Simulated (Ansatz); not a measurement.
Consider the formal exchange of groups at a P–O bond: `F[SiH2]OP` + `C1C[SiH2]1` → `P[SiH]1CC1` + `O[SiH2]F`.

Program: Ansatz. Geometries: PBE0-D4/def2-TZVP. ΔE: electronic, gas phase. CBS: MP2 limit from def2 TZ/QZ plus the TZ coupled-cluster correction, frozen cores. DFT in def2-TZVPP. One conformer a species, not always the lowest.

Task: Is it downhill or uphill in electronic energy at CCSD(T)/CBS, and by how much? (Best estimate.)

Result: Computed: Downhill: ΔE = -10.3 kcal/mol.

Task: What do these levels give: LDA (SPW92), PBE-D4, revPBE-D4, r2SCAN0-D4, r2SCANh, RPA@PBE/def2-TZVPP? (Estimate.)

Result: Ansatz gave: LDA (SPW92) -13.2, PBE-D4 -13.4, revPBE-D4 -13.2, r2SCAN0-D4 -11.6, r2SCANh -11.6, RPA@PBE/def2-TZVPP -8.1 kcal/mol.

Largest T1 diagnostic among the species: 0.013.

From BLYP to BHLYP (50 % exact exchange), in def2-TZVPP and without D4, ΔE moves by +1.5 kcal/mol. In def2-TZVPP, CCSD(T) changes the Hartree–Fock value by −6.3 kcal/mol (the triples alone add −1.0 kcal/mol) and MP2 by −7.2 kcal/mol.
